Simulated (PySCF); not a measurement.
Two-component Hartree-Fock for Ca⁺ (calcium, charge +1)

Start: [Ar] 3d1; 3d5/2 filled at m_j = +5/2. Calculated with PySCF 2.14 in x2c-SVPall-2c with one added diffuse shell of s type (6s5p2d, 31 functions): generalised Hartree-Fock with the X2C-1e Hamiltonian and a Gaussian nucleus; one run each with spin-orbit coupling (SO) switched off, then screened by Boettger's factors. This is a chosen level, not necessarily the ground level.

| spinor shell | electrons | ε, spin-free (eV) | ε, screened SO (eV) | weight of nominal j (screened SO) | rms radius, screened SO (bohr) |
| --- | --- | --- | --- | --- | --- |
| 1s1/2 | 2 | -4086.1 | -4086.1 | 1.000 | 0.0889 |
| 2s1/2 | 2 | -463.55 | -463.55 | 1.000 | 0.393 |
| 2p1/2 | 2 | -373.34 | -375.90 | 0.999 | 0.360 |
| 2p3/2 | 4 | -373.34 | -372.09 | 1.000 | 0.363 |
| 3s1/2 | 2 | -64.102 | -64.106 | 1.000 | 1.25 |
| 3p1/2 | 2 | -39.486 | -39.728 | 0.709 | 1.39 |
| 3d5/2 | 1 | -9.169 | -9.167 | 1.000 | 2.99 |

Question: Where does 3p3/2 lie, and what is the 3p spin-orbit splitting (screened SO)?

Answer: At -39.373 eV, 0.355 eV above 3p1/2.

```tsv
quantity	spin-free	screened SO
E (hartree)	-679.25910	-679.26154
M_J	5/2	5/2
⟨J²⟩	8.752	8.752
⟨L²⟩	6.001	6.001
⟨S²⟩	0.750	0.751
```

Each row is a mean over spinors that exchange with the open shell spreads, by up to 2.540 eV (3p3/2).

Rows whose weight is well below 1 are mixtures of j = l ± 1/2: exchange outweighs spin-orbit coupling there, and the label is only the starting occupation.

Without spin-orbit coupling the j labels of p, d and f shells carry no meaning; the spin-free column gives the mean over the occupied spinors of each nl shell.
